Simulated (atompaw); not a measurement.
## What one change does to a pseudopotential (sulfur (S), PAW (atompaw))

atompaw 4.2.0.5 input, output lines left out:

```
S 16
GGA-PBE loggrid 1500 logderivrange -3 5 201
3 3 0 0 0 0
3 1 4
0 0 0
c
c
v
c
v
2
1.55 1.30 1.40 0.90
y
-0.95
n
y
0.15
n
y
-0.15
n
custom rrkj gramschmidtortho sinc
3 1 vpsmatchnc
1.55
1.55
1.55
1.45
1.55
```

Change: reference 3s2 3p2.

Cutoffs: the cutoffs (Ry, on a coarse ladder) from which the occupation-weighted sum of valence levels, in a spherical-Bessel basis at the reference potential, stays within 10 and 1 mRy of its value at 400 Ry; they do not see the model core or the augmentation charge, which bear on the density cutoff.

Task: What does the change do?

Result: The potential gets neither clearly harder nor softer (18 Ry and 30 Ry → 18 Ry and 30 Ry); the range in which the s phases agree narrows (upper end 4.8 → 3.4); neither file shows a bound ghost.

| quantity | base | changed |
| --- | --- | --- |
| cutoff, loose | 18 Ry | 18 Ry |
| cutoff, tight | 30 Ry | 30 Ry |
| bound ghosts | none | none |
| s: phases at 1.55 bohr within 0.05 rad from the reference energy up to (Ry; the scan ends near 5) | 4.8 | 3.4 |
| p: phases at 1.55 bohr within 0.05 rad from the reference energy up to (Ry; the scan ends near 5) | to the end of the scan | to the end of the scan |
| d: phases at 1.55 bohr within 0.05 rad from the reference energy up to (Ry; the scan ends near 5) | to the end of the scan | 4.5 |
| lowest overlap eigenvalue by channel | s 0.36, p 0.75, d 1.00 | s 0.35, p 0.87, d 1.00 |

 The cutoffs see the waves, projectors and local potential, not the compensation charge or the core.
